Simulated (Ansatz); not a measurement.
Cost and result for the atomization energy of CAlF$_{2}$NO, SMILES `O=C=[N][Al]([F])[F]` (6 atoms, 5 bonds).

Total charge 0; spin multiplicity 1. Geometry: relaxed with PBE0-D4/def2-TZVP. It is one conformer, not always the lowest. Program: Ansatz. Hardware: A = 2 threads of a server CPU on a shared host; B = 2 threads of an AMD EPYC 7R13 on a shared host and a share of an NVIDIA H100 80 GB. Times are those of one run each, without the atoms' runs, and a repeat can differ threefold. Electronic energies, without spin–orbit coupling; frozen cores. CCSD(T)/CBS extrapolates def2-TZVPP and def2-QZVPP, and its time is that of the two runs behind it. T1 = 0.015. B3LYP takes the VWN-RPA correlation (the form of Gaussian; ORCA's B3LYP/G). HSE06 is the plane-wave form, built on full-range PBE exchange.

CCSD(T)/CBS is a level of theory with its own doubt, some kJ/mol a heavy atom from the limit and from the frozen cores, so smaller differences don't rank the functionals.

```
                                level  functions  wall time  atomization (kJ/mol)  difference from CCSD(T)/CBS  per bond
               BLYP-D4/def2-TZVPP [A]        197      2.3 s                3025.5                         45.6       9.1
  PBE-D4/def2-TZVPP (with forces) [A]        197      2.8 s                3100.5                        120.6      24.1
               PBE0-D4/def2-TZVPP [A]        197      3.4 s                2962.6                        -17.3      -3.5
              HSE06-D4/def2-TZVPP [A]        197      3.7 s                2965.4                        -14.5      -2.9
B3LYP-D4/def2-TZVPP (with forces) [A]        197      4.1 s                2964.8                        -15.1      -3.0
          CAM-B3LYP-D4/def2-TZVPP [A]        197      4.5 s                2988.3                          8.4       1.7
                 CCSD(T)/def2-SVP [A]         88      5.5 s                2780.0                       -199.9     -40.0
              PBE-QIDH/def2-TZVPP [A]        197      6.5 s                2940.8                        -39.1      -7.8
                B97M-V/def2-TZVPP [A]        197      6.5 s                2985.9                          6.0       1.2
               RPA@PBE/def2-TZVPP [A]        197        7 s                2687.3                       -292.6     -58.5
               CCSD(T)/def2-TZVPP [B]        197      9.5 s                2871.1                       -108.8     -21.8
               CCSD(T)/def2-QZVPP [B]        355       13 s                2937.7                        -42.2      -8.5
                    CCSD(T)/CBS(def2)          –       23 s                2979.9                          0.0       0.0
```

From PBE to PBE0 (25 % exact exchange), in def2-TZVPP and without D4, the atomization energy moves by −136.1 kJ/mol: exact exchange takes away binding that semilocal exchange gives to molecules. The D4 term adds +19.0 kJ/mol with B3LYP and +9.9 kJ/mol with PBE0; it sums over pairs of atoms, weighted by their polarisabilities, and B3LYP, whose exchange is more repulsive, gets the larger term. At CCSD(T), def2-SVP lies −199.9 kJ/mol from the extrapolated value and def2-TZVPP −108.8 kJ/mol: correlation converges slowly with the basis, and small sets miss more of it in the bonded molecule than in its fragments.
